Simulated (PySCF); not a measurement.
# Field gradients at the hydrogen positions

Species: C₆H₇O₂ (charge -1).
Cartesian coordinates in Å at the GFN2-xTB level; atoms count from 1:
```
atom  x, y, z in Å
C1     1.6730    1.1982    0.0977
C2     1.4030   -0.0869    0.2906
C3     0.0661   -0.6720    0.3249
C4    -0.0638   -2.0016    0.1970
C5    -1.0992    0.2236    0.4479
C6    -1.4643    0.8812   -0.9987
O7    -1.1012    2.0508   -1.1341
O8    -2.0784    0.1387   -1.7597
H9     0.8894    1.9120   -0.0923
H10    2.6894    1.5645    0.0649
H11    2.2171   -0.7969    0.4218
H12   -1.0305   -2.4755    0.1877
H13    0.7881   -2.6465    0.0360
H14   -1.9855   -0.3306    0.7607
H15   -0.9078    1.0491    1.1338
```

Level: PBE0/pcSseg-1 (PySCF, non-relativistic); Q(2H) = 0.00286 b; rigid geometry, the same for H and D, with no vibrational averaging.

**Question.** Rank these positions by the coupling χzz of a deuteron there, largest first.
A. H11 (vinylic hydrogen)
B. H10 (vinylic hydrogen)
C. H12 (vinylic hydrogen)
D. H9 (vinylic hydrogen)

**Answer.** C (231 kHz), B (227 kHz), A (214 kHz), D (209 kHz).

**Question.** Give the electric field gradient Vzz (the principal value of largest size), its asymmetry and the 2H coupling at each hydrogen.

**Answer.** 
| atom | bonded to | bond length (Å) | Vzz (au) | η | χzz (kHz) |
| --- | --- | --- | --- | --- | --- |
| H9 | C1 | 1.077 | 0.3116 | 0.07 | 209 |
| H10 | C1 | 1.081 | 0.3373 | 0.04 | 227 |
| H11 | C2 | 1.088 | 0.3184 | 0.06 | 214 |
| H12 | C4 | 1.077 | 0.3437 | 0.08 | 231 |
| H13 | C4 | 1.080 | 0.3390 | 0.08 | 228 |
| H14 | C5 | 1.091 | 0.3126 | 0.05 | 210 |
| H15 | C5 | 1.090 | 0.3117 | 0.06 | 209 |

**Question.** How does χzz go with the bond length over the 7 C–H bonds?

**Answer.** A straight-line fit has a slope of -9.5 kHz for each 0.01 Å, with a correlation coefficient of -0.61, over lengths from 1.077 to 1.091 Å.

Geometry: GFN2-xTB, one conformer, isolated ion. The pcSseg-1 basis has no diffuse functions, a weakness for an anion. GFN2-xTB bond lengths can be off by several hundredths of an ångström, more for odd bonds, and the gradients follow them. The basis is small and wasn't made for field gradients, so the couplings can be 20 % off.
